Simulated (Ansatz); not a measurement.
The cluster PdS2. The state is a triplet with charge 0. Geometry PBE-D4/def2-TZVP, that of the charge +1 doublet; atoms count from 1.

```xyz
3

Pd    0.5172    0.9184    0.8745
S    -0.8838    0.2044   -0.7644
S     0.3666   -1.1228   -0.1101
```

In the def2 sets Pd takes a core potential; there is no spin–orbit coupling. The structure comes from a short search, and lower isomers may exist.

(1) Estimate the Mulliken populations from the PBE0/def2-TZVP orbitals of Ansatz.

(2) Where does the spin sit?

(3) And the Mayer bond orders between heavy atoms (over 0.3)?

## Answers

(1) 
```tsv
atom	charge (e)	spin (α − β)	d electrons
Pd1	0.29	0.45	9.25
S2	-0.15	0.78	–
S3	-0.15	0.78	–
```
Mulliken values depend strongly on the basis.

(2) Summed by element: Pd 0.45, S 1.55, of 2 unpaired in all. Largest on single atoms: S3 0.78, S2 0.78, Pd1 0.45.

(3) Pd1–S2 0.77 (2.27 Å); Pd1–S3 0.77 (2.27 Å); S2–S3 1.59 (1.94 Å).
